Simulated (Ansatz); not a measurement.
CH₅BO₂Si (`C[SiH]1OB1O`), relaxed with RKS PBE-D4/def2-SVP in Ansatz 0.2.0 from a rough embedded geometry. The force threshold is 0.03 eV/Å; the program also tests the step.

Total charge 0; spin multiplicity 1.

Start:

```xyz
10

C    -1.283    0.738    0.432
Si   -0.299   -0.016   -0.914
O     1.224    0.629   -0.805
B     1.544   -0.770   -0.405
O     2.190   -1.698    0.484
H    -0.923    0.359    1.443
H    -2.353    0.339    0.349
H    -1.272    1.784    0.393
H    -0.776    0.065   -2.348
H     1.947   -1.430    1.370
```

```tsv
step	energy (eV)	largest force (eV/Å)	largest move (Å)
1	-13749.1147	4.463	0.000
2	-13750.2912	2.026	0.195
3	-13750.6528	1.593	0.193
4	-13750.7730	1.129	0.195
5	-13750.8712	1.640	0.196
6	-13750.9754	1.028	0.200
7	-13751.0344	0.440	0.200
8	-13751.0737	0.287	0.200
9 (rejected)	-13751.0532	0.486	0.112
10	-13751.0922	0.126	0.055
11	-13751.0962	0.118	0.057
12	-13751.0979	0.048	0.022
13	-13751.0984	0.015	0.019
```

End:

```xyz
10

C    -1.562    0.823    0.361
Si   -0.276   -0.060   -0.686
O     1.422    0.392   -0.248
B     1.289   -0.950   -0.034
O     2.141   -1.898    0.417
H    -1.325    0.731    1.439
H    -2.565    0.380    0.186
H    -1.618    1.899    0.095
H    -0.525    0.194   -2.148
H     3.018   -1.510    0.617
```

Hardware: 4 threads of an Arm Neoverse V1 on a shared host. Wall time 14 s, peak host memory 0.15 GiB.
